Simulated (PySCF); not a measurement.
How methods differ on the ionisation energy of Os²⁺

Os²⁺ [Xe] 4f14 5d6 (5D) → Os³⁺ [Xe] 4f14 5d5 (6S), as a difference of total energies. Computed with PySCF 2.14 in def2-TZVPPD with the def2 core potential (60 electrons), with scalar relativity through the core potential. Correlated levels: valence: 5s2 5p6 frozen; valence and next inner shell: nothing frozen outside the core potential. The calculations carry no spin-orbit coupling.

```json
{"method": "UHF", "ionisation energy (eV)": "24.957"}
{"method": "LDA", "ionisation energy (eV)": "27.220"}
{"method": "PBE", "ionisation energy (eV)": "26.996"}
{"method": "PBE0", "ionisation energy (eV)": "26.790"}
{"method": "r2SCAN", "ionisation energy (eV)": "26.498"}
{"method": "revPBE", "ionisation energy (eV)": "26.951"}
{"method": "LC-wPBE", "ionisation energy (eV)": "26.742"}
{"method": "B97-3", "ionisation energy (eV)": "27.017"}
{"method": "TPSS", "ionisation energy (eV)": "26.814"}
{"method": "MP2 (valence)", "ionisation energy (eV)": "26.138"}
{"method": "SCS-MP2 (valence)", "ionisation energy (eV)": "26.348"}
{"method": "MP2 (valence and next inner shell)", "ionisation energy (eV)": "26.238"}
{"method": "SCS-MP2 (valence and next inner shell)", "ionisation energy (eV)": "26.255"}
```

Question: How much does correlation contribute at MP2 (valence and next inner shell)?

Answer: 26.238 − (24.957) = 1.281 eV, measured against UHF.

The reference lies between the lowest fine-structure levels, while these numbers refer to the centres of the terms.

Errors of the correlated levels include the incompleteness of this basis and the frozen core.

For comparison: 25 ± 1.6 eV (theoretical estimate listed by NIST; NIST Atomic Spectra Database, ionization energies).
